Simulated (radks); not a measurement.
Results of a calculation; reference values are marked as such.
The nuclear charge of neutral chlorine is varied continuously with 17 electrons held in [Ne] 3s2 3p5. Level of theory: scalar-relativistic Kohn-Sham, LDA (Slater exchange, Perdew-Wang correlation), spin-unpolarised, spherical densities, finite nucleus; Fermi nuclear charge, rms radius 3.3654 fm (a radial shooting solver on a logarithmic mesh with Libxc functionals). By the Hellmann-Feynman theorem dE/dZ = E(electron-nucleus)/Z, the electronic potential at the nucleus (averaged over a nucleus of fixed radius). The scalar-relativistic energy here is not variational (the density holds large components alone), so the two differ by a part that grows with Z.

Z      E (hartree)  E(electron-nucleus)/Z (hartree)  HOMO  e(HOMO) (eV)  <r> HOMO (bohr)
16.75   -444.11021                         -63.3906    3p        -5.932            1.943
17      -460.11664                         -64.6206    3p        -8.702            1.845
17.25   -476.43062                         -65.8489    3p       -11.724            1.759
17.5    -493.05180                         -67.0758    3p       -14.987            1.683
17.75   -509.97992                         -68.3019    3p       -18.482            1.615
18      -527.21479                         -69.5273    3p       -22.205            1.553

The central difference of E at Z = 17 is -64.641 hartree, to compare with the third column; the second derivative is -4.92 hartree.
